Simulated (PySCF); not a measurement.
ScF3: adding exact exchange

Base calculation in PySCF with density fitting and no spin–orbit coupling, PBE/def2-TZVP (no relativity): singlet, D3h, Sc–F 1.851 Å (×3); wavenumbers 75, 165 (×2), 605, 705 (×2) cm⁻¹; gap between the highest occupied and lowest empty levels 5.56 eV, polar-tensor charge of Sc 2.27 e, atomisation energy (no zero-point energy) 1972 kJ/mol.

Problem. What changes on going to PBE0/def2-TZVP (no relativity)?

Solution. The point group stays the same. Changes: mean bond to Sc -0.013 Å, highest wavenumber +25 cm⁻¹, lowest wavenumber +16 cm⁻¹, gap between the highest occupied and lowest empty levels +3.01 eV, polar-tensor charge of Sc +0.16 e, atomisation energy (no zero-point energy) -112 kJ/mol. The new structure has Sc–F 1.838 Å (×3), with wavenumbers 91, 168 (×2), 630, 730 (×2) cm⁻¹. Exact exchange shortens and stiffens the bonds and opens the gap, the usual pattern.

Each species is the lowest minimum found with this bonding; other isomers or fragments can lie lower.
